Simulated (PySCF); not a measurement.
C5H4F2O, SMILES C#C[C@@H]1COC1(F)F. Geometry optimised at PBE-D3(BJ)/def2-SVP. The structure was generated by enumeration; whether it is a known compound was not checked.

Task: Give the equilibrium geometry at PBE-D3(BJ)/def2-SVP (PySCF confirms it by a frequency run) as bond lengths and angles. (An estimate is asked for; the answer gives what the named calculation found.)

Result: 
Atoms: C1 C2 C3 C4 O5 C6 F7 F8 H9 H10 H11 H12. Bond lengths (Å): C1–C2 1.222, C1–H9 1.081, C2–C3 1.447, C3–C4 1.553, C3–C6 1.556, C3–H10 1.109, C4–O5 1.455, C4–H11 1.108, C4–H12 1.109, O5–C6 1.390, C6–F7 1.354, C6–F8 1.353. Angles (°): C2–C1–H9 179.5, C1–C2–C3 179.3, C2–C3–C4 119.4, C2–C3–C6 118.9, C2–C3–H10 111.5, C4–C3–C6 82.6, C4–C3–H10 112.2, C6–C3–H10 109.1, C3–C4–O5 91.1, C3–C4–H11 116.0, C3–C4–H12 114.3, O5–C4–H11 111.7, O5–C4–H12 111.8, H11–C4–H12 110.6, C4–O5–C6 92.3, C3–C6–O5 93.5, C3–C6–F7 115.9, C3–C6–F8 116.0, O5–C6–F7 112.1, O5–C6–F8 112.4, F7–C6–F8 106.7.
